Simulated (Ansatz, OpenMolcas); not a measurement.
## How basis sets differ on SiN2H6O (SMILES N[SiH](N)O)

The species is SiN2H6O (10 atoms), meant as a singlet with charge 0. As SMILES, `N[SiH](N)O`. Geometry: relaxed at PBE0-D4/def2-TZVP. This is one conformer, not always the lowest.

Each level gives the HOMO–LUMO gap (eV). The values are calculated.

```
               level          kind     program  value (eV)
         HF/ANO-L-MB  Hartree–Fock  OpenMolcas       19.50
HF/ANO-RCC-MB (DKH2)  Hartree–Fock  OpenMolcas       19.88
           HF/STO-3G  Hartree–Fock  OpenMolcas       21.80
            HF/3-21G  Hartree–Fock  OpenMolcas       17.17
         HF/def2-SVP  Hartree–Fock      Ansatz       15.61
```

The values span 15.61 to 21.80 eV. A Hartree–Fock LUMO above zero doesn't converge with the basis: it sinks as sets grow more diffuse. Orbital gaps aren't excitation energies.
